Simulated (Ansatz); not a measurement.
Cost and result for the atomization energy of C$_{4}$H$_{14}$N$_{2}$Sn (`C[N](C)[SnH2][N](C)C`) (21 atoms, 20 bonds).

Cartesian coordinates in Å:
```
C 1.684 -1.645 -0.292
N 0.801 -1.000 -1.230
C 1.496 -0.170 -2.179
Sn -1.080 -0.564 -0.661
N -0.946 0.472 1.077
C -2.084 0.551 1.955
C -0.145 1.669 1.085
H 1.128 -2.300 0.384
H 2.418 -2.268 -0.823
H 2.251 -0.934 0.332
H 2.191 -0.772 -2.780
H 0.794 0.302 -2.871
H 2.090 0.630 -1.706
H -1.749 0.319 -1.971
H -1.927 -1.986 -0.246
H -1.757 0.714 2.991
H -2.651 -0.384 1.939
H -2.780 1.371 1.706
H -0.693 2.571 0.758
H 0.727 1.553 0.435
H 0.231 1.871 2.098
```

The species carries charge 0 and has multiplicity 1. Correlated methods include outer-core shells of Sn, which these sets cover unevenly. Sn takes the def2 core potential. All single points use the PBE0-D4/def2-TZVP geometry. It is one conformer, not always the lowest. Program: Ansatz. All runs use 4 threads of an AMD EPYC 7R13 on a shared host and a share of an NVIDIA H100 80 GB. Times are those of one run each, without the atoms' runs, and a repeat can differ threefold. Electronic energies, without spin–orbit coupling; frozen cores. CCSD(T)/CBS adds CCSD(T) − MP2 in def2-TZVPP to the MP2 limit, and its time is that of the two runs behind it. T1 = 0.012. With those shells the extrapolation isn't a true limit. B3LYP takes the VWN-RPA correlation (the form of Gaussian; ORCA's B3LYP/G). HSE06 is the plane-wave form, built on full-range PBE exchange.

CCSD(T)/CBS is a level of theory with its own doubt, some kJ/mol a heavy atom from the limit and from the frozen cores, so smaller differences don't rank the functionals.

| level | functions | wall time |
| --- | --- | --- |
| LDA (SPW92)/def2-TZVPP | 432 | 1.9 s |
| BLYP-D4/def2-TZVPP | 432 | 2.1 s |
| revPBE-D4/def2-TZVPP | 432 | 2.1 s |
| PBE-D4/def2-TZVPP (with forces) | 432 | 2.7 s |
| B97M-V/def2-TZVPP | 432 | 5.5 s |
| CCSD(T)/def2-SVP | 180 | 6 s |
| B3LYP-D4/def2-TZVPP (with forces) | 432 | 6 s |
| CAM-B3LYP-D4/def2-TZVPP | 432 | 6 s |
| PBE-QIDH/def2-TZVPP | 432 | 6.5 s |
| HSE06-D4/def2-TZVPP | 432 | 7.5 s |
| MP2/def2-QZVPP | 844 | 8 s |
| CCSD(T)/def2-TZVPP | 432 | 73 s |
| CCSD(T)/CBS(def2) | – | 81 s |

Task: What atomization energy does each give, and how far from CCSD(T)/CBS? (Best estimate.)

Result: Computed: 
```tsv
level	atomization (kJ/mol)	difference from CCSD(T)/CBS	per bond
LDA (SPW92)/def2-TZVPP	8469.3	1043.8	52.2
BLYP-D4/def2-TZVPP	7404.8	-20.7	-1.0
revPBE-D4/def2-TZVPP	7371.4	-54.1	-2.7
PBE-D4/def2-TZVPP (with forces)	7538.1	112.6	5.6
B97M-V/def2-TZVPP	7429.8	4.3	0.2
CCSD(T)/def2-SVP	7021.1	-404.4	-20.2
B3LYP-D4/def2-TZVPP (with forces)	7427.7	2.2	0.1
CAM-B3LYP-D4/def2-TZVPP	7459.6	34.1	1.7
PBE-QIDH/def2-TZVPP	7348.3	-77.2	-3.9
HSE06-D4/def2-TZVPP	7426.6	1.1	0.1
MP2/def2-QZVPP	7380.4	-45.1	-2.3
CCSD(T)/def2-TZVPP	7231.7	-193.8	-9.7
CCSD(T)/CBS(def2)	7425.5	0.0	0.0
```

The D4 term adds +80.3 kJ/mol with B3LYP and +43.4 kJ/mol with PBE0; it sums over pairs of atoms, weighted by their polarisabilities, and B3LYP, whose exchange is more repulsive, gets the larger term. In def2-TZVPP, CCSD(T) changes the Hartree–Fock value by +1946.6 kJ/mol (the triples alone add +104.3 kJ/mol) and MP2 by +1979.8 kJ/mol; breaking electron pairs costs correlation energy, which Hartree–Fock lacks. From BLYP to BHLYP (50 % exact exchange), in def2-TZVPP and without D4, the atomization energy moves by −125.9 kJ/mol: exact exchange takes away binding that semilocal exchange gives to molecules.

Spin–orbit coupling would lower the free Sn atoms strongly, and the atomization energy with them, by more than many differences here. For some Ge, Se and Sn compounds the MP2-based and the directly extrapolated limit differ by 10 to 25 kJ/mol.
